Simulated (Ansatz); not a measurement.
`COBF` + CH₃NH₂ → `CNBF` + CH₃OH at 298.15 K and 1 bar (ligand exchange at a B–O bond).

Isolated molecules relaxed with PBE0-D4/def2-TZVP in Ansatz; ΔE leaves out vibrations. CBS: MP2 limit from def2 TZ/QZ plus the TZ coupled-cluster correction, frozen cores. This one scheme is used for every species. One conformer a species, not always the lowest.

```json
{"species": "`COBF`", "CCSD(T)/CBS energy (Eh)": "-240.31409", "H − E (kJ/mol)": "169.0", "S (J/(mol·K))": "291.1"}
{"species": "CH₃NH₂", "CCSD(T)/CBS energy (Eh)": "-95.75281", "H − E (kJ/mol)": "180.0", "S (J/(mol·K))": "240.4"}
{"species": "`CNBF`", "CCSD(T)/CBS energy (Eh)": "-220.44549", "H − E (kJ/mol)": "202.3", "S (J/(mol·K))": "291.0"}
{"species": "CH₃OH", "CCSD(T)/CBS energy (Eh)": "-115.61712", "H − E (kJ/mol)": "146.3", "S (J/(mol·K))": "238.2"}
```

H − E and S are ideal-gas, rigid-rotor, harmonic terms from PBE0-D4/def2-TZVP, for one conformer and one mirror image of each species. 1 Eh = 2625.50 kJ/mol, R = 8.31446 J/(mol·K).

Task: By hand: ΔE, ΔH, ΔS and ΔG.

Result: ΔE = (-220.44549) + (-115.61712) − (-240.31409) − (-95.75281) = 0.00429 Eh = 11.3 kJ/mol. Δ(H − E) = 202.3 + 146.3 − 169.0 − 180.0 = -0.4, so ΔH = 10.9 kJ/mol. ΔS = 291.0 + 238.2 − 291.1 − 240.4 = -2.3 J/(mol·K). ΔG = 10.9 − 298.15 × (-2.3)/1000 = 11.6 kJ/mol.

Task: By hand: the equilibrium constant, and the temperature at which ΔG would vanish if ΔH and ΔS stayed fixed.

Result: log₁₀ K = −ΔG/(RT ln 10) = -2.0. ΔH and −TΔS have one sign here, so there is no such temperature.

The number of gas molecules stays the same, so ΔS is small and ΔH decides. A doubt of 5 kJ/mol in ΔE shifts log₁₀ K by 0.9 here. Other conformers and mirror images would add mixing entropy, several J/(mol·K) or more a flexible species. These are equilibria of isolated gas molecules and say nothing of rates. Largest T1 diagnostic: 0.013 (customary marks: 0.02 for closed shells, 0.045 for open ones).

ΔS is within the doubt of such terms, so its sign, and with it that verdict, could turn.
